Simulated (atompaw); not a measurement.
**antimony (Sb): one change to a PAW (atompaw) potential, before and after**

atompaw 4.2.0.5 input, output lines left out:

```
Sb 51
GGA-PBESOL scalarrelativistic loggrid 1500 logderivrange -6 5 276
5 5 4 0 0 0
5 1 1
0 0 0
c
c
c
c
v
c
c
c
v
c
v
2
2.35 2.20 1.90 1.65
y
1.1
n
y
-0.8
n
y
-0.75
n
custom polynom vanderbiltortho sinc
3 0 troulliermartins
1.90
1.90
2.35
2.35
2.35
1.45
```

Change: all radii scaled by about 0.82 (s 1.56, p 1.94, d 1.94 bohr); local potential troulliermartins scheme with l = 3 at 0 Ry, radius 1.56 bohr; augmentation sinc compensation charge, radius 1.82 bohr; PAW radius 1.94 bohr; waves and projectors: custom polynom vanderbiltortho; core correction smooth core density matched at 1.36 bohr.

Cutoffs: the cutoffs (Ry, on a coarse ladder) from which the occupation-weighted sum of valence levels, in a spherical-Bessel basis at the reference potential, stays within 10 and 1 mRy of its value at 400 Ry; they do not see the model core or the augmentation charge, which bear on the density cutoff.

Q: What does the change do?

A: The potential gets harder (21 Ry and 45 Ry → 40 Ry and 70 Ry); the bound ghosts move from d, p, s to p, s. A smaller radius makes the pseudo-wave follow the all-electron one further in, where it bends more sharply, so more plane waves are needed.

```tsv
quantity	base	changed
cutoff, loose	21 Ry	40 Ry
cutoff, tight	45 Ry	70 Ry
loose cutoff by channel (10 mRy a level)	s 15 Ry, p 6 Ry, d 15 Ry	s 21 Ry, p 15 Ry, d 25 Ry
bound ghosts	s, p, d	s, p
lowest overlap eigenvalue by channel	s 0.10, p 0.20, d 1.00	s 0.45, p 0.46, d 0.64
```

 A true bound ghost makes a file unfit for plane-wave use even where its test errors are small: the radial tests pick states by their node count and pass the ghost by. The cutoffs see the waves, projectors and local potential, not the compensation charge or the core.
